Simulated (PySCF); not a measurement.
BH3N, charge +1, multiplicity 1. Atoms are numbered in the order given.

```xyz
5

B      0.0000     0.0000     0.7861
N      0.0000     0.0000    -0.5289
H      0.0000     0.0000     1.9563
H      0.0000    -0.8529    -1.0922
H      0.0000     0.8529    -1.0922
```
Charge +1, spin multiplicity 1.

The structure is a stationary point at TPSSh-D3(BJ)/def2-TZVP. The multiplicity is an assumed one; other spin states were not compared. The isomer is the one that the SMILES or the coordinates give; other isomers of the formula were not compared.

Vertical ionisation energy (IE) and electron affinity (EA) in eV. Rows of orbital energies are one-electron estimates. Where ΔSCF, EOM or ADC give a negative EA the extra electron is unbound and the value depends on the basis.

```
level                                            IE    EA
--------------------------------------------  -----  ----
−ε(HOMO), −ε(LUMO), PBE0/def2-TZVPD (PySCF)   16.94  8.80
−ε(HOMO), −ε(LUMO), ωB97X/def2-TZVPD (PySCF)      ?     ?
ADC(2)/aug-cc-pVDZ (PySCF)                    19.18  6.15
```

Problem. Complete the blanks. (The exact figures need the calculation; the answer reports its results.)

Solution. 
- −ε(HOMO), −ε(LUMO), ωB97X/def2-TZVPD (PySCF), IE: 19.43
- −ε(HOMO), −ε(LUMO), ωB97X/def2-TZVPD (PySCF), EA: 6.27

Problem. Give the lowest 1s main lines (those of the lightest heavy element) from CVS-ADC(2)-x/aug-cc-pVDZ (PySCF, non-relativistic), with pole strengths. (An estimate is asked for; the answer gives what the named calculation found.)

Solution. 209.0 eV (1.54).

Problem. Beyond the first one, list the lowest photoelectron lines from ADC(2)/aug-cc-pVDZ in PySCF with their pole strengths (two spins summed). (Estimate from the structure and the level; the computed values follow.)

Solution. 23.51 eV (1.86), 24.58 eV (1.79), 25.72 eV (1.80), 35.90 eV (1.61).
